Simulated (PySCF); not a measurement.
H3F2InO, singlet (PBE0/def2-SVP optimised geometry):

```
7

In    -0.486    -0.313     0.000
H     -1.496    -1.612    -0.384
F     -0.970     1.612     0.000
F      1.496    -0.313     0.000
O      0.017     0.351     2.151
H     -0.247     1.268     1.941
H      0.973     0.328     1.959
```

Method: PBE0/def2-TZVP, def2 effective core potentials past Kr (PySCF).

Problem. What are the frontier orbital energies and the dipole moment?

Solution. HOMO-2 -10.07 eV, HOMO-1 -10.04 eV, HOMO -9.71 eV, LUMO -1.25 eV, LUMO+1 -0.69 eV; dipole moment 2.03 D.

On the same geometry PySCF with PBE/def2-TZVP, def2 effective core potentials past Kr gives HOMO-2 -8.13 eV, HOMO-1 -8.08 eV, HOMO -7.98 eV, LUMO -2.17 eV, LUMO+1 -1.40 eV; dipole moment 1.91 D.
